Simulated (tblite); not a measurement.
Compound: C5H3F2OS (charge -1).
Bonds: F1–C2, C2–F3, C2–C4, C4–C5 (aromatic), C5–C6 (aromatic), C6–O7 (aromatic), O7–C8 (aromatic), C8–S9, C4–C8 (aromatic). Hydrogens: H10 on C2; H11 on C5; H12 on C6.
Bond orders are those of one Lewis drawing.

Computed with GFN2-xTB (tblite), gas phase: Langevin dynamics at 300 K from the optimised GFN2-xTB geometry, time step 0.5 fs, friction 0.01 fs⁻¹, 2000 steps. The instantaneous temperature is 2·E(kin)/(3Nk) with all 3N coordinates.

```json
{"t (fs)": "0", "T (K)": "262", "E(pot) above start (eV)": "0.000", "F1–C2 (Å)": "1.381", "C2–F3 (Å)": "1.381", "C2–C4 (Å)": "1.464", "C4–C5 (Å)": "1.419", "C5–C6 (Å)": "1.355", "C2–H10 (Å)": "1.099", "F1–C2–C4–C5 (°)": "58"}
{"t (fs)": "25", "T (K)": "223", "E(pot) above start (eV)": "0.301", "F1–C2 (Å)": "1.374", "C2–F3 (Å)": "1.428", "C2–C4 (Å)": "1.433", "C4–C5 (Å)": "1.423", "C5–C6 (Å)": "1.330", "C2–H10 (Å)": "1.095", "F1–C2–C4–C5 (°)": "61"}
{"t (fs)": "50", "T (K)": "193", "E(pot) above start (eV)": "0.321", "F1–C2 (Å)": "1.393", "C2–F3 (Å)": "1.384", "C2–C4 (Å)": "1.462", "C4–C5 (Å)": "1.470", "C5–C6 (Å)": "1.349", "C2–H10 (Å)": "1.102", "F1–C2–C4–C5 (°)": "57"}
{"t (fs)": "75", "T (K)": "158", "E(pot) above start (eV)": "0.338", "F1–C2 (Å)": "1.394", "C2–F3 (Å)": "1.407", "C2–C4 (Å)": "1.437", "C4–C5 (Å)": "1.449", "C5–C6 (Å)": "1.370", "C2–H10 (Å)": "1.083", "F1–C2–C4–C5 (°)": "53"}
{"t (fs)": "100", "T (K)": "174", "E(pot) above start (eV)": "0.301", "F1–C2 (Å)": "1.379", "C2–F3 (Å)": "1.369", "C2–C4 (Å)": "1.452", "C4–C5 (Å)": "1.487", "C5–C6 (Å)": "1.362", "C2–H10 (Å)": "1.088", "F1–C2–C4–C5 (°)": "48"}
{"t (fs)": "125", "T (K)": "181", "E(pot) above start (eV)": "0.290", "F1–C2 (Å)": "1.381", "C2–F3 (Å)": "1.381", "C2–C4 (Å)": "1.436", "C4–C5 (Å)": "1.443", "C5–C6 (Å)": "1.362", "C2–H10 (Å)": "1.109", "F1–C2–C4–C5 (°)": "54"}
{"t (fs)": "150", "T (K)": "242", "E(pot) above start (eV)": "0.281", "F1–C2 (Å)": "1.404", "C2–F3 (Å)": "1.394", "C2–C4 (Å)": "1.457", "C4–C5 (Å)": "1.471", "C5–C6 (Å)": "1.361", "C2–H10 (Å)": "1.095", "F1–C2–C4–C5 (°)": "34"}
{"t (fs)": "175", "T (K)": "315", "E(pot) above start (eV)": "0.255", "F1–C2 (Å)": "1.408", "C2–F3 (Å)": "1.378", "C2–C4 (Å)": "1.458", "C4–C5 (Å)": "1.430", "C5–C6 (Å)": "1.338", "C2–H10 (Å)": "1.083", "F1–C2–C4–C5 (°)": "56"}
{"t (fs)": "200", "T (K)": "246", "E(pot) above start (eV)": "0.322", "F1–C2 (Å)": "1.350", "C2–F3 (Å)": "1.338", "C2–C4 (Å)": "1.465", "C4–C5 (Å)": "1.428", "C5–C6 (Å)": "1.339", "C2–H10 (Å)": "1.088", "F1–C2–C4–C5 (°)": "57"}
{"t (fs)": "225", "T (K)": "382", "E(pot) above start (eV)": "0.280", "F1–C2 (Å)": "1.358", "C2–F3 (Å)": "1.393", "C2–C4 (Å)": "1.560", "C4–C5 (Å)": "1.455", "C5–C6 (Å)": "1.357", "C2–H10 (Å)": "1.097", "F1–C2–C4–C5 (°)": "65"}
{"t (fs)": "250", "T (K)": "354", "E(pot) above start (eV)": "0.311", "F1–C2 (Å)": "1.389", "C2–F3 (Å)": "1.400", "C2–C4 (Å)": "1.466", "C4–C5 (Å)": "1.412", "C5–C6 (Å)": "1.359", "C2–H10 (Å)": "1.089", "F1–C2–C4–C5 (°)": "68"}
{"t (fs)": "275", "T (K)": "316", "E(pot) above start (eV)": "0.394", "F1–C2 (Å)": "1.395", "C2–F3 (Å)": "1.368", "C2–C4 (Å)": "1.524", "C4–C5 (Å)": "1.444", "C5–C6 (Å)": "1.337", "C2–H10 (Å)": "1.143", "F1–C2–C4–C5 (°)": "81"}
{"t (fs)": "300", "T (K)": "309", "E(pot) above start (eV)": "0.472", "F1–C2 (Å)": "1.372", "C2–F3 (Å)": "1.377", "C2–C4 (Å)": "1.477", "C4–C5 (Å)": "1.375", "C5–C6 (Å)": "1.324", "C2–H10 (Å)": "1.151", "F1–C2–C4–C5 (°)": "83"}
{"t (fs)": "325", "T (K)": "380", "E(pot) above start (eV)": "0.465", "F1–C2 (Å)": "1.379", "C2–F3 (Å)": "1.358", "C2–C4 (Å)": "1.480", "C4–C5 (Å)": "1.401", "C5–C6 (Å)": "1.349", "C2–H10 (Å)": "1.088", "F1–C2–C4–C5 (°)": "90"}
{"t (fs)": "350", "T (K)": "472", "E(pot) above start (eV)": "0.470", "F1–C2 (Å)": "1.374", "C2–F3 (Å)": "1.430", "C2–C4 (Å)": "1.474", "C4–C5 (Å)": "1.403", "C5–C6 (Å)": "1.369", "C2–H10 (Å)": "1.068", "F1–C2–C4–C5 (°)": "97"}
{"t (fs)": "375", "T (K)": "378", "E(pot) above start (eV)": "0.513", "F1–C2 (Å)": "1.369", "C2–F3 (Å)": "1.362", "C2–C4 (Å)": "1.498", "C4–C5 (Å)": "1.407", "C5–C6 (Å)": "1.369", "C2–H10 (Å)": "1.091", "F1–C2–C4–C5 (°)": "98"}
{"t (fs)": "400", "T (K)": "237", "E(pot) above start (eV)": "0.614", "F1–C2 (Å)": "1.374", "C2–F3 (Å)": "1.362", "C2–C4 (Å)": "1.516", "C4–C5 (Å)": "1.400", "C5–C6 (Å)": "1.351", "C2–H10 (Å)": "1.114", "F1–C2–C4–C5 (°)": "112"}
{"t (fs)": "425", "T (K)": "239", "E(pot) above start (eV)": "0.597", "F1–C2 (Å)": "1.396", "C2–F3 (Å)": "1.421", "C2–C4 (Å)": "1.479", "C4–C5 (Å)": "1.352", "C5–C6 (Å)": "1.341", "C2–H10 (Å)": "1.148", "F1–C2–C4–C5 (°)": "96"}
{"t (fs)": "450", "T (K)": "388", "E(pot) above start (eV)": "0.617", "F1–C2 (Å)": "1.389", "C2–F3 (Å)": "1.359", "C2–C4 (Å)": "1.546", "C4–C5 (Å)": "1.359", "C5–C6 (Å)": "1.356", "C2–H10 (Å)": "1.145", "F1–C2–C4–C5 (°)": "88"}
{"t (fs)": "475", "T (K)": "463", "E(pot) above start (eV)": "0.554", "F1–C2 (Å)": "1.403", "C2–F3 (Å)": "1.362", "C2–C4 (Å)": "1.504", "C4–C5 (Å)": "1.345", "C5–C6 (Å)": "1.389", "C2–H10 (Å)": "1.148", "F1–C2–C4–C5 (°)": "82"}
{"t (fs)": "500", "T (K)": "506", "E(pot) above start (eV)": "0.404", "F1–C2 (Å)": "1.365", "C2–F3 (Å)": "1.393", "C2–C4 (Å)": "1.525", "C4–C5 (Å)": "1.353", "C5–C6 (Å)": "1.400", "C2–H10 (Å)": "1.085", "F1–C2–C4–C5 (°)": "71"}
{"t (fs)": "525", "T (K)": "374", "E(pot) above start (eV)": "0.541", "F1–C2 (Å)": "1.412", "C2–F3 (Å)": "1.371", "C2–C4 (Å)": "1.520", "C4–C5 (Å)": "1.376", "C5–C6 (Å)": "1.393", "C2–H10 (Å)": "1.046", "F1–C2–C4–C5 (°)": "64"}
{"t (fs)": "550", "T (K)": "362", "E(pot) above start (eV)": "0.436", "F1–C2 (Å)": "1.388", "C2–F3 (Å)": "1.366", "C2–C4 (Å)": "1.440", "C4–C5 (Å)": "1.380", "C5–C6 (Å)": "1.334", "C2–H10 (Å)": "1.060", "F1–C2–C4–C5 (°)": "48"}
{"t (fs)": "575", "T (K)": "357", "E(pot) above start (eV)": "0.378", "F1–C2 (Å)": "1.372", "C2–F3 (Å)": "1.427", "C2–C4 (Å)": "1.426", "C4–C5 (Å)": "1.407", "C5–C6 (Å)": "1.331", "C2–H10 (Å)": "1.104", "F1–C2–C4–C5 (°)": "47"}
{"t (fs)": "600", "T (K)": "296", "E(pot) above start (eV)": "0.579", "F1–C2 (Å)": "1.476", "C2–F3 (Å)": "1.386", "C2–C4 (Å)": "1.472", "C4–C5 (Å)": "1.403", "C5–C6 (Å)": "1.354", "C2–H10 (Å)": "1.109", "F1–C2–C4–C5 (°)": "47"}
{"t (fs)": "625", "T (K)": "377", "E(pot) above start (eV)": "0.468", "F1–C2 (Å)": "1.313", "C2–F3 (Å)": "1.392", "C2–C4 (Å)": "1.469", "C4–C5 (Å)": "1.412", "C5–C6 (Å)": "1.383", "C2–H10 (Å)": "1.127", "F1–C2–C4–C5 (°)": "45"}
{"t (fs)": "650", "T (K)": "392", "E(pot) above start (eV)": "0.395", "F1–C2 (Å)": "1.376", "C2–F3 (Å)": "1.400", "C2–C4 (Å)": "1.443", "C4–C5 (Å)": "1.383", "C5–C6 (Å)": "1.411", "C2–H10 (Å)": "1.131", "F1–C2–C4–C5 (°)": "44"}
{"t (fs)": "675", "T (K)": "260", "E(pot) above start (eV)": "0.561", "F1–C2 (Å)": "1.439", "C2–F3 (Å)": "1.381", "C2–C4 (Å)": "1.546", "C4–C5 (Å)": "1.421", "C5–C6 (Å)": "1.382", "C2–H10 (Å)": "1.100", "F1–C2–C4–C5 (°)": "50"}
{"t (fs)": "700", "T (K)": "347", "E(pot) above start (eV)": "0.292", "F1–C2 (Å)": "1.354", "C2–F3 (Å)": "1.426", "C2–C4 (Å)": "1.464", "C4–C5 (Å)": "1.405", "C5–C6 (Å)": "1.336", "C2–H10 (Å)": "1.098", "F1–C2–C4–C5 (°)": "54"}
{"t (fs)": "725", "T (K)": "228", "E(pot) above start (eV)": "0.393", "F1–C2 (Å)": "1.353", "C2–F3 (Å)": "1.353", "C2–C4 (Å)": "1.476", "C4–C5 (Å)": "1.403", "C5–C6 (Å)": "1.347", "C2–H10 (Å)": "1.070", "F1–C2–C4–C5 (°)": "58"}
{"t (fs)": "750", "T (K)": "218", "E(pot) above start (eV)": "0.231", "F1–C2 (Å)": "1.383", "C2–F3 (Å)": "1.394", "C2–C4 (Å)": "1.486", "C4–C5 (Å)": "1.441", "C5–C6 (Å)": "1.359", "C2–H10 (Å)": "1.084", "F1–C2–C4–C5 (°)": "60"}
{"t (fs)": "775", "T (K)": "114", "E(pot) above start (eV)": "0.251", "F1–C2 (Å)": "1.390", "C2–F3 (Å)": "1.472", "C2–C4 (Å)": "1.453", "C4–C5 (Å)": "1.440", "C5–C6 (Å)": "1.343", "C2–H10 (Å)": "1.108", "F1–C2–C4–C5 (°)": "61"}
{"t (fs)": "800", "T (K)": "158", "E(pot) above start (eV)": "0.183", "F1–C2 (Å)": "1.378", "C2–F3 (Å)": "1.374", "C2–C4 (Å)": "1.427", "C4–C5 (Å)": "1.423", "C5–C6 (Å)": "1.347", "C2–H10 (Å)": "1.148", "F1–C2–C4–C5 (°)": "69"}
{"t (fs)": "825", "T (K)": "184", "E(pot) above start (eV)": "0.243", "F1–C2 (Å)": "1.402", "C2–F3 (Å)": "1.339", "C2–C4 (Å)": "1.440", "C4–C5 (Å)": "1.442", "C5–C6 (Å)": "1.341", "C2–H10 (Å)": "1.117", "F1–C2–C4–C5 (°)": "54"}
{"t (fs)": "850", "T (K)": "222", "E(pot) above start (eV)": "0.232", "F1–C2 (Å)": "1.407", "C2–F3 (Å)": "1.424", "C2–C4 (Å)": "1.450", "C4–C5 (Å)": "1.434", "C5–C6 (Å)": "1.352", "C2–H10 (Å)": "1.061", "F1–C2–C4–C5 (°)": "51"}
{"t (fs)": "875", "T (K)": "272", "E(pot) above start (eV)": "0.222", "F1–C2 (Å)": "1.402", "C2–F3 (Å)": "1.403", "C2–C4 (Å)": "1.449", "C4–C5 (Å)": "1.416", "C5–C6 (Å)": "1.370", "C2–H10 (Å)": "1.045", "F1–C2–C4–C5 (°)": "53"}
{"t (fs)": "900", "T (K)": "192", "E(pot) above start (eV)": "0.294", "F1–C2 (Å)": "1.396", "C2–F3 (Å)": "1.356", "C2–C4 (Å)": "1.455", "C4–C5 (Å)": "1.429", "C5–C6 (Å)": "1.337", "C2–H10 (Å)": "1.103", "F1–C2–C4–C5 (°)": "57"}
{"t (fs)": "925", "T (K)": "196", "E(pot) above start (eV)": "0.355", "F1–C2 (Å)": "1.372", "C2–F3 (Å)": "1.378", "C2–C4 (Å)": "1.469", "C4–C5 (Å)": "1.438", "C5–C6 (Å)": "1.338", "C2–H10 (Å)": "1.166", "F1–C2–C4–C5 (°)": "54"}
{"t (fs)": "950", "T (K)": "191", "E(pot) above start (eV)": "0.391", "F1–C2 (Å)": "1.418", "C2–F3 (Å)": "1.424", "C2–C4 (Å)": "1.462", "C4–C5 (Å)": "1.464", "C5–C6 (Å)": "1.343", "C2–H10 (Å)": "1.165", "F1–C2–C4–C5 (°)": "46"}
{"t (fs)": "975", "T (K)": "241", "E(pot) above start (eV)": "0.261", "F1–C2 (Å)": "1.430", "C2–F3 (Å)": "1.409", "C2–C4 (Å)": "1.461", "C4–C5 (Å)": "1.431", "C5–C6 (Å)": "1.367", "C2–H10 (Å)": "1.125", "F1–C2–C4–C5 (°)": "42"}
{"t (fs)": "1000", "T (K)": "281", "E(pot) above start (eV)": "0.181", "F1–C2 (Å)": "1.349", "C2–F3 (Å)": "1.377", "C2–C4 (Å)": "1.474", "C4–C5 (Å)": "1.420", "C5–C6 (Å)": "1.386", "C2–H10 (Å)": "1.077", "F1–C2–C4–C5 (°)": "34"}
```

Task: From 500 fs on, how do temperature and potential energy compare with equipartition?

Result: The mean temperature of these 21 frames is 275 K against the target 300 K, and the mean potential energy 0.35 eV against 30 × kT/2 = 0.39 eV for 30 classical harmonic modes. For 12 atoms in a canonical ensemble the temperature itself scatters by T·√(2/(3N)) = 71 K; here its standard deviation is 94 K. The whole run lasts only 10 friction times of 100 fs, so these averages carry a wide statistical error.

Task: What are the kinetic and total energies of the listed frame with the highest potential energy?

Result: The one at 450 fs, 0.617 eV above the start. Its kinetic energy is 3NkT/2 = 0.601 eV at 388 K, so the sum is 1.22 eV; over the listed frames the sum runs from 0.41 to 1.27 eV, since the thermostat adds and removes energy.

Task: How much do the listed bonds fluctuate from 500 fs on?

Result: 
```json
{"bond": "F1–C2", "at the start (Å)": "1.381", "mean (Å)": "1.389", "standard deviation (Å)": "0.035"}
{"bond": "C2–F3", "at the start (Å)": "1.381", "mean (Å)": "1.393", "standard deviation (Å)": "0.030"}
{"bond": "C2–C4", "at the start (Å)": "1.464", "mean (Å)": "1.467", "standard deviation (Å)": "0.030"}
{"bond": "C4–C5", "at the start (Å)": "1.419", "mean (Å)": "1.415", "standard deviation (Å)": "0.026"}
{"bond": "C5–C6", "at the start (Å)": "1.355", "mean (Å)": "1.360", "standard deviation (Å)": "0.024"}
{"bond": "C2–H10", "at the start (Å)": "1.099", "mean (Å)": "1.101", "standard deviation (Å)": "0.034"}
```

The motion is classical and holds no zero-point motion.

What follows is the cost of the whole dynamics run. On one thread, AMD EPYC 7B13 (x86_64), no GPU, on a shared host, this took 13 s and 0.18 GiB of memory at its peak.
